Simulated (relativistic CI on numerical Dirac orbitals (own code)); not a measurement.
## Cr5+ in a cubic cluster: 2p photoemission with charge transfer

Computed with a charge-transfer multiplet model of a cubic metal-ligand cluster with up to 2 ligand holes, Slater and spin-orbit integrals from Dirac-Coulomb-Breit ions, Slater integrals scaled by 0.9. The ground state mixes d1 with configurations of k ligand holes L, whose averages lie at kΔ + k(k − 1)U_dd/2; a core hole lowers each added d electron by U_cd. 20 K, Lorentzian 0.6 eV and Gaussian 0.8 eV FWHM.

Atomic integrals in eV (Slater integrals scaled, ζ unscaled), ground: F2dd 10.549, F4dd 6.644, zeta_d 0.045; with the core hole: F2dd 10.549, F4dd 6.644, zeta_d 0.067, zeta_core 5.615, F2cd 7.753, G1cd 6.119, G3cd 3.485. Where a configuration has fewer than two d electrons, the dd integrals are those of d2.

Cluster parameters (eV): Δ = -0.6, U_dd = 4.6, 10Dq = 0.65, 10Dq(ligand) = 0.4, V(eg) = 2.5, V(t2g) = -1.06, final-state hopping factor = 1.

| Case | n_d | d1 | d2L | d3L2 | S |
| --- | --- | --- | --- | --- | --- |
| U_cd = 3.3 eV | 2.01 | 0.21 | 0.57 | 0.22 | 0.50 |
| U_cd = 5.1 eV | 2.01 | 0.21 | 0.57 | 0.22 | 0.50 |
| U_cd = 6.3 eV | 2.01 | 0.21 | 0.57 | 0.22 | 0.50 |

Weights, n_d and S are thermal averages at 20 K. Binding energies count from the first peak over 30 % of the highest in each spectrum, which can be another peak from case to case. The parameters are a model scan and need not match a compound or its usual spin state. Peaks in eV (height, largest 100):
- U_cd = 3.3 eV: 0.0 (100), 9.8 (41)
- U_cd = 5.1 eV: 0.0 (100), 7.6 (16), 9.8 (42)
- U_cd = 6.3 eV: 0.0 (100), 7.2 (15), 9.8 (43), 21.6 (5)

Curve for U_cd = 6.3 eV (points under 2 left out, the grid thinned):

E (eV), Intensity and a bar:
```
     -3.6        2.1 
     -3.0        3.1 
     -2.4        5.0 #
     -1.8       10.6 ###
     -1.2       32.6 #########
     -0.6       77.9 ########################
      0.1       98.7 ##############################
      0.7       79.2 ########################
      1.3       52.1 ################
      1.9       27.7 ########
      2.5       17.7 #####
      3.1       14.7 ####
      3.7       13.5 ####
      4.3       12.7 ###
      4.9       12.2 ###
      5.5       12.8 ###
      6.1       13.3 ###
      6.8       14.9 ####
      7.4       15.1 ####
      8.0       14.6 ####
      8.6       19.0 #####
      9.2       32.5 #########
      9.8       43.1 #############
     10.4       34.6 ##########
     11.0       24.8 #######
     11.6       20.9 ######
     12.2       20.6 ######
     12.8       18.7 #####
     13.5       14.7 ####
     14.1       12.8 ###
     14.7       10.4 ###
     15.3        8.1 ##
     15.9        6.7 #
     16.5        5.2 #
     17.1        3.7 #
     17.7        3.0 
     18.3        2.3 
     20.1        2.3 
     20.7        3.6 
     21.4        5.0 #
     22.0        4.8 #
     22.6        3.6 
     23.2        2.4 
     25.4        2.2 
     26.0        2.1
```

For the case U_cd = 5.1 eV, Δ = -0.6 eV is smaller than U_dd = 4.6 eV, the charge-transfer side of the Zaanen-Sawatzky-Allen scheme (negative Δ: between configuration averages a ligand hole costs less than the nominal valence; multiplet and field energies can change this for the lowest states). With the core hole the configuration with one ligand hole lies at Δ − U_cd = -3.9, -5.7, -6.9 eV from the one without, in the order of the table; where this is negative the screened configuration lies lower, though the effective hopping of about 5.1 eV (from the holes of the mixed ground state) mixes the two strongly wherever it is as large as the gap.

With at most 2 ligand holes the space is cut while the next configuration still counts, so covalency is underestimated, and a final configuration with one more ligand hole, which can lie low, is missing from the spectra.
